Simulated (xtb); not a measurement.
BrFGeH₂O₂, SMILES [OH][Ge]([OH])([F])[Br]. All values are semi-empirical tight-binding results from xtb (GFN2-xTB unless named), good for trends rather than for accurate numbers. The structure is a stationary point at GFN2-xTB. This is a generated structure with no PubChem entry under its InChIKey; it may be hypothetical. One conformer was computed; it need not be the lowest.

Optimised geometry:

```xyz
7

O     -0.8222     1.8147     0.5883
Ge    -0.5284     0.1417     0.3474
O     -1.8824    -0.6044    -0.3589
F     -0.2957    -0.5233     1.9492
Br     1.2623    -0.3265    -0.9037
H     -0.2260     2.3282     1.1313
H     -2.7461    -0.4082     0.0022
```
Charge 0, spin multiplicity 1.

For metal compounds this method's bond lengths and energies can be far off.

Computed properties:
- orbital gap = 5.67 eV
- zero-point energy = 17.3 kcal/mol
- G − E(el) at 298.15 K (modified RRHO) = -3.9 kcal/mol

Computed atomic charges and the Wiberg bond orders between heavy atoms:
charges (e) O1 -0.44, Ge2 0.48, O3 -0.42, F4 -0.28, Br5 -0.03, H6 0.34, H7 0.34. Bond orders O1–Ge2 1.13, Ge2–O3 1.17, Ge2–F4 0.99, Ge2–Br5 1.09.
